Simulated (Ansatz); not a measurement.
Isomers of Li6H7 (doublet), relaxed with PBE0-D4/def2-TZVP; total energies from Ansatz at CCSD(T)/def2-TZVP.

| isomer | description | energy (Eh) |
| --- | --- | --- |
| A | point group Cs; 17 × H–Li 1.76 to 1.89 Å | -49.18026 |
| B | point group not assigned; 3 × Li–Li 2.79 to 2.83 Å; 13 × H–Li 1.79 to 1.84 Å | -49.20550 |

Correlated methods freeze no core orbitals; core or outer-core shells of Li are correlated, in sets that lack core-valence functions.

The isomers come from a short search, and lower ones may exist.

Task: Work out the relative energies (1 Eh = 2625.5 kJ/mol) and the Boltzmann populations at 800 K from electronic energies alone (R = 8.314 J/mol/K).

Result: ΔE: A 66.3, B 0.0 kJ/mol. RT = 6.65 kJ/mol. Factors exp(−ΔE/RT): A 4.68e-05, B 1; sum 1.000. Populations: A 0.0 %, B 100.0 %. Zero-point energy, vibrational entropy and symmetry numbers are left out and can shift these; an error of 4 kJ/mol changes a ratio by a factor of 1.8. Over the other density-functional and correlated levels in def2 sets, the gap between B and A ranges from 34 to 43 kJ/mol.
